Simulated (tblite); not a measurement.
Species: C₆H₅O₂ (doublet state).
Geometry (GFN2-xTB, Å), atoms numbered from 1 in this order:
```xyz
13
C6H5O2 angstrom
C     -1.6213   -0.0677    0.5645
C     -1.0251    0.9885   -0.3263
O     -1.4669    2.1095   -0.4250
C      0.1757    0.5807   -1.0900
C      0.4103   -0.8118   -1.5155
C      1.1627   -0.5891   -0.4913
C      2.0872   -0.8036    0.5728
O      2.3474   -0.0028    1.4348
H     -0.9388   -0.2765    1.3871
H     -2.5650    0.2857    0.9701
H     -1.7713   -0.9885    0.0046
H      0.6521    1.3863   -1.6390
H      2.5486   -1.8104    0.5354
```

All values are computed: GFN2-xTB (tblite) harmonic vibrations without scaling, gas phase. The method is semi-empirical: single wavenumbers can be off by several per cent or more. One conformer, not necessarily the lowest. Open shells enter through the occupations alone, without spin polarisation, and single modes of such species can be off by tens of per cent.

Harmonic wavenumbers (cm⁻¹): 47.6, 67.6, 111.6, 137.0, 180.1, 235.3, 302.0, 433.7, 484.8, 543.5, 574.2, 597.5, 826.5, 836.4, 897.8, 957.6, 986.7, 1000.6, 1106.1, 1194.5, 1243.6, 1331.4, 1365.8, 1441.6, 1453.3, 1708.8, 1725.9, 1860.7, 2759.5, 3018.9, 3023.8, 3029.5, 3064.5.

A = 3678, B = 1380, C = 1265 MHz; mass 109.029 u (most abundant isotopes); point group C1, symmetry number 1; spin multiplicity 2.

**Question.** Zero-point energy?

**Answer.** Half the sum of the wavenumbers: 19274 cm⁻¹ = 230.57 kJ/mol.

**Question.** Give the ideal-gas entropy at 500 K and 1 bar in the rigid-rotor, harmonic-oscillator model (classical rotation).

**Answer.** Translation 178.11, rotation 124.88, vibration 166.27, spin (R ln 2) 5.76: S = 475.0 J/(mol K).

**Question.** And Cp and H(500 K) − H(0)?

**Answer.** Cp = 178.44 J/(mol K), of which vibrations give 145.18 (their classical limit is 33 R = 274.4); H(500 K) − H(0) = 57.03 kJ/mol without the zero-point energy, 40.40 from vibrations.

**Question.** Blend soft modes into free rotors: weight 1/[1 + (100 cm⁻¹/ν̃)⁴] for the oscillator and the rest for a rotor with moment μB/(μ + B), μ = h/(8π²ν), B = 10⁻⁴⁴ kg m². What vibrational entropy results?

**Answer.** 151.24 J/(mol K) in place of 166.27, which changes −T·S at 500 K by +7.51 kJ/mol.

**Question.** How do the functions run with temperature in this model?

**Answer.** 
| T (K) | S (J/(mol K)) | Cp (J/(mol K)) | H − H(0) (kJ/mol) | G − H(0) (kJ/mol) | ln q(vib) |
| --- | --- | --- | --- | --- | --- |
| 100 | 289.3 | 73.7 | 5.34 | -23.59 | 1.68 |
| 200 | 349.5 | 102.8 | 14.18 | -55.71 | 4.03 |
| 300 | 396.5 | 130.7 | 25.86 | -93.07 | 6.22 |
| 800 | 569.8 | 224.1 | 118.06 | -337.78 | 15.77 |
| 1000 | 622.0 | 243.5 | 164.93 | -457.08 | 19.07 |

q(vib) and H(0) count from the zero-point level.

**Question.** What must be added to the electronic energy to get the Gibbs energy at 500 K and 1 bar?

**Answer.** ZPE + [H(500 K) − H(0)] − T·S = 230.57 + 57.03 − 237.51 = 50.09 kJ/mol.

Hindered rotation and anharmonicity are outside this model. Other conformers, if any are populated, would add a mixing term that is left out. The structure is chiral; the term R ln 2 for an equal mix with its mirror image is left out.
